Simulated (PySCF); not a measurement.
## Os⁺ (osmium, charge +1) across methods

[Xe] 4f14 5d6 6s1, high-spin 6D determinant. Computed with PySCF 2.14 in aug-cc-pVTZ-PP with ECP60MDF (6s6p5d3f2g, 88 functions), with scalar relativity through the core potential. The B2PLYP total includes its PT2 part (frozen core); its orbital energies are those of the SCF part.

| method | E (hartree) | mean ε 5d α (eV) | mean ε 6s α (eV) | mean ε 5d β (eV) | Σ⟨r²⟩ (bohr²) | ⟨S²⟩ |
| --- | --- | --- | --- | --- | --- | --- |
| r2SCAN | -90.5327 | -15.784 | -14.170 | -12.539 | 41.98 | 8.752 |
| PBEsol | -90.3751 | -15.315 | -13.906 | -12.447 | 42.34 | 8.751 |
| UHF | -89.83127 | -20.996 | -16.331 | -16.882 | 42.27 | 8.754 |
| PBE | -90.5130 | -15.325 | -13.828 | -12.523 | 42.34 | 8.751 |
| CAM-B3LYP | -90.4268 | -18.125 | -15.663 | -15.386 | 42.30 | 8.752 |
| B2PLYP | -90.2826 | -18.276 | -15.138 | -15.088 | 42.27 | 8.752 |
| B97-3 | -90.4896 | -16.801 | -14.432 | -13.952 | 42.03 | 8.752 |
| PBE0 | -90.4806 | -16.908 | -14.609 | -13.865 | 42.14 | 8.752 |
| LDA | -90.2967 | -15.412 | -14.089 | -12.590 | 42.54 | 8.751 |

Energies and moments cover only the electrons outside the core potential. Spin-orbit coupling, absent here, splits the open shell strongly.
